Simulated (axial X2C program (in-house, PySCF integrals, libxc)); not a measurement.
DyNC: the levels of the configuration f9 s2

Computed with an axial X2C code built on PySCF integrals: two-component X2C with atomic mean-field Coulomb and Gaunt terms, basis Dy dyall-v3z, N dyall-av3z, C dyall-v3z (cores contracted in-house). Orbitals come from Hartree–Fock averaged over the configuration Dy f9 s2; CI then distributes these electrons over the f, s shells of Dy.

Dy–N–C held linear, bonds 2.196 and 1.170 Å (the second held) (near the minimum of the configuration average).

Active spinors (ω > 0):

| shell | ω | ε (eV) | character |
| --- | --- | --- | --- |
| f | 5/2 | -12.12 | 100% Dy f |
| f | 3/2 | -12.01 | 100% Dy f |
| f | 1/2 | -11.93 | 100% Dy f |
| f | 7/2 | -11.26 | 100% Dy f |
| f | 5/2 | -11.18 | 100% Dy f |
| f | 3/2 | -11.11 | 100% Dy f |
| f | 1/2 | -11.05 | 100% Dy f |

Filled shells are left out: they mix freely with the closed shells.

Lowest levels of this model:

```csv
Ω,energy (cm⁻¹),g∥,μ (D),configuration
15/2,0,19.91,-4.27,100% f9 s2
13/2,378,17.07,-4.27,100% f9 s2
11/2,733,14.29,-4.26,100% f9 s2
9/2,1018,11.63,-4.26,100% f9 s2
7/2,1210,9.06,-4.25,100% f9 s2
5/2,1315,6.52,-4.26,100% f9 s2
3/2,1361,3.94,-4.26,100% f9 s2
1/2,1377,1.32,-4.26,100% f9 s2
13/2,3430,16.80,-4.27,100% f9 s2
11/2,3773,13.86,-4.26,100% f9 s2
9/2,4011,11.14,-4.26,100% f9 s2
7/2,4208,8.55,-4.26,100% f9 s2
5/2,4375,6.07,-4.26,100% f9 s2
3/2,4493,3.66,-4.26,100% f9 s2
1/2,4550,1.23,-4.26,100% f9 s2
11/2,5927,13.74,-4.26,100% f9 s2
9/2,6144,10.59,-4.26,100% f9 s2
7/2,6340,7.94,-4.26,100% f9 s2
5/2,6530,5.50,-4.26,100% f9 s2
3/2,6706,3.25,-4.26,100% f9 s2
1/2,6812,1.09,-4.25,100% f9 s2
9/2,7843,10.57,-4.26,100% f9 s2
7/2,7969,7.14,-4.26,100% f9 s2
5/2,8170,4.75,-4.26,100% f9 s2
3/2,8378,2.78,-4.26,100% f9 s2
1/2,8539,0.95,-4.25,100% f9 s2
11/2,10767,15.94,-4.26,100% f9 s2
```

g∥ is the magnitude of 2⟨Lz + ge Sz⟩ for the +Ω component. μ is positive if the C end is positive.

(1) From Ω and g∥ of the lowest level, whose 2⟨Lz + ge Sz⟩ is positive, find ⟨Sz⟩ and ⟨Lz⟩ (ge = 2.0023).

Occupations of the active spinors in the lowest level by ω, shell by shell in order of energy: -7/2: 0.00; -5/2: 0.93 0.07; -3/2: 0.84 0.16; -1/2: 0.71 0.29 1.00; 1/2: 0.51 0.49 1.00; 3/2: 1.00 1.00; 5/2: 1.00 1.00; 7/2: 1.00. The leading determinant has weight 0.29 among 67.

This point took 7.6 s on 1 thread of Arm Neoverse N1 (shared host).

Dynamic correlation is missing, so gaps between terms are too wide and other configurations may lie lower; the lowest level listed is that of this model, not necessarily the ground state. At most 4 roots were kept for each Ω > 0 (twice that for Ω = 0) within 2.2 eV of the lowest, so higher up levels can be missing between those listed; levels with Ω > 0 are doubly degenerate and listed once, Ω = 0 levels singly. The molecule was held linear; bending was not examined.

Answers

(1) Ω = ⟨Lz⟩ + ⟨Sz⟩ = 15/2 and ⟨Lz⟩ + ge⟨Sz⟩ = 9.955, so ⟨Sz⟩ = 2.45 and ⟨Lz⟩ = 5.05.
